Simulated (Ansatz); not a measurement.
Total energies of Ga4Sb4H14, a cluster cut from wurtzite GaSb (hydrogen-capped) from Ansatz at PBE0-D4/def2-TZVP, gas phase (1 Eh = 27.2114 eV = 2625.5 kJ/mol). The reference geometry is relaxed at PBE-D4/def2-SVP.

```xyz
22

Ga    1.365    2.719    0.111
Sb    0.693    1.340   -2.182
Ga    1.834   -1.377    2.004
Sb    0.447    0.910    1.859
Sb    1.112   -2.365   -0.468
Ga   -0.516   -1.050   -2.140
Ga   -2.217    0.662    1.983
Sb   -2.556   -0.514   -0.489
H     2.942    2.740    0.067
H     0.428    3.988    0.039
H     2.015    1.123   -3.256
H    -0.256    2.270   -3.268
H     3.384   -1.130    1.845
H     1.165   -2.401    3.002
H     0.812    1.649    3.369
H     2.460   -2.785   -1.445
H     0.454   -3.949   -0.398
H    -0.851   -1.727   -3.524
H    -2.940    2.055    1.812
H    -2.651   -0.481    2.980
H    -3.689    0.312   -1.480
H    -3.435   -1.987   -0.420
```

```tsv
state	geometry	energy (Eh)
charge 0 singlet	reference	-8667.96882
charge 1 doublet	reference	-8667.66092
charge -1 doublet	reference	-8667.98518
free Ga atom (doublet)	–	-1924.55212
free Sb atom (quartet)	–	-240.22283
free H atom (doublet)	–	-0.50104
```

In the def2 sets Sb takes a core potential; there is no spin–orbit coupling. Single mean-field runs in def2-TZVP are fitted with def2-universal-jkfit.

Q: Work out the vertical ionisation energy to the doublet.

A: E(charge 1 doublet) − E(charge 0 singlet) = -8667.66092 − (-8667.96882) = 0.30790 Eh = 8.38 eV. For comparison, −ε of the highest occupied level is 7.04 eV at this level, 1.34 eV less.

Q: Work out the vertical electron affinity, to the doublet.

A: E(charge 0 singlet) − E(charge -1 doublet) = -8667.96882 − (-8667.98518) = 0.01636 Eh = 0.45 eV. The basis lacks diffuse functions, which makes affinities too small.

Q: Give the fundamental gap IE − EA, the Mulliken electronegativity (IE + EA)/2 and the hardness (IE − EA)/2.

A: From the values in Eh: IE − EA = 0.30790 − 0.01636 = 0.29154 Eh = 7.93 eV; (IE + EA)/2 = 4.41 eV; (IE − EA)/2 = 3.97 eV. The HOMO–LUMO gap of the same run is 5.51 eV, 2.42 eV smaller than the fundamental gap.

Q: What is the binding energy per atom against free atoms?

A: Atoms: 4 × (-1924.55212) + 4 × (-240.22283) + 14 × (-0.50104) = -8666.11436 Eh. Binding: -8666.11436 − (-8667.96882) = 1.85446 Eh = 50.46 eV, or 2.29 eV for each of 22 atoms (no zero-point energy, no counterpoise term).

At PBE0-D4/def2-TZVP the highest occupied level of the charge -1 doublet lies above zero (up to 0.77 eV). By energy differences its removal costs 0.45 eV (vertical, to the charge 0 singlet, at PBE0-D4/def2-TZVP); self-interaction error and the lack of diffuse functions both raise the level.
